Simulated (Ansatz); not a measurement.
`Cl[Si](Cl)(Cl)[SnH3]` + `CC(C)N` → `CC(C)N[Si](Cl)(Cl)Cl` + `[SnH4]` at 298.15 K and 1 bar (cleavage of the Si–Sn bond).

Gas-phase electronic energies from Ansatz, PBE0-D4/def2-TZVP geometries. CCSD(T)/CBS adds triple-zeta CCSD(T) − MP2 to the extrapolated MP2 energy (def2 sets, frozen cores). def2 core potentials past Kr. For Sn outer-core shells are correlated without core-valence functions, which leaves a few kJ/mol of doubt a bond. Each species was taken in one conformer, which may not be the lowest.

```json
{"species": "`Cl[Si](Cl)(Cl)[SnH3]`", "CCSD(T)/CBS energy (Eh)": "-1884.38755", "H − E (kJ/mol)": "94.8", "S (J/(mol·K))": "404.5"}
{"species": "`CC(C)N`", "CCSD(T)/CBS energy (Eh)": "-174.28253", "H − E (kJ/mol)": "334.6", "S (J/(mol·K))": "299.1"}
{"species": "`CC(C)N[Si](Cl)(Cl)Cl`", "CCSD(T)/CBS energy (Eh)": "-1842.29631", "H − E (kJ/mol)": "338.6", "S (J/(mol·K))": "460.0"}
{"species": "`[SnH4]`", "CCSD(T)/CBS energy (Eh)": "-216.39156", "H − E (kJ/mol)": "79.6", "S (J/(mol·K))": "228.5"}
```

H − E and S are ideal-gas, rigid-rotor, harmonic terms from PBE0-D4/def2-TZVP, for one conformer and one mirror image of each species. 1 Eh = 2625.50 kJ/mol, R = 8.31446 J/(mol·K).

Question: By hand: ΔE, ΔH, ΔS and ΔG.

Answer: ΔE = (-1842.29631) + (-216.39156) − (-1884.38755) − (-174.28253) = -0.01779 Eh = -46.7 kJ/mol. Δ(H − E) = 338.6 + 79.6 − 94.8 − 334.6 = -11.2, so ΔH = -57.9 kJ/mol. ΔS = 460.0 + 228.5 − 404.5 − 299.1 = -15.1 J/(mol·K). ΔG = -57.9 − 298.15 × (-15.1)/1000 = -53.4 kJ/mol.

Question: By hand: the equilibrium constant, and the temperature at which ΔG would vanish if ΔH and ΔS stayed fixed.

Answer: log₁₀ K = −ΔG/(RT ln 10) = 9.4. ΔG = 0 at ΔH/ΔS = 3834 K, far beyond where these terms or the molecules hold.

ΔH outweighs TΔS. A doubt of 5 kJ/mol in ΔE shifts log₁₀ K by 0.9 here. Other conformers and mirror images would add mixing entropy, several J/(mol·K) or more a flexible species. Modes under 60 cm⁻¹, often nearly free rotors, make the harmonic entropy too high. These are equilibria of isolated gas molecules and say nothing of rates. Largest T1 diagnostic: 0.013 (customary marks: 0.02 for closed shells, 0.045 for open ones).
